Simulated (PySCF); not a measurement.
Ga⁺: ionisation energy

Ga⁺ [Ar] 3d10 4s2 (1S) → Ga²⁺ [Ar] 3d10 4s1 (2S), as a difference of total energies. Computed with PySCF 2.14 in aug-cc-pwCVQZ-PP with ECP10MDF, with scalar relativity through the core potential. Correlated levels: valence: 3s2 3p6 3d10 frozen; valence and next inner shell: nothing frozen outside the core potential. The calculations carry no spin-orbit coupling.

```csv
method,ionisation energy (eV),error (eV)
UHF,18.744,-1.771
B2PLYP,20.267,-0.248
CAM-B3LYP,20.757,+0.242
TPSS,20.410,-0.105
MP2 (valence),19.508,-1.007
SCS-MP2 (valence),19.661,-0.854
MP2 (valence and next inner shell),20.455,-0.060
SCS-MP2 (valence and next inner shell),20.439,-0.076
```

Reference: 20.515 eV (measured; NIST Atomic Spectra Database, ionization energies).
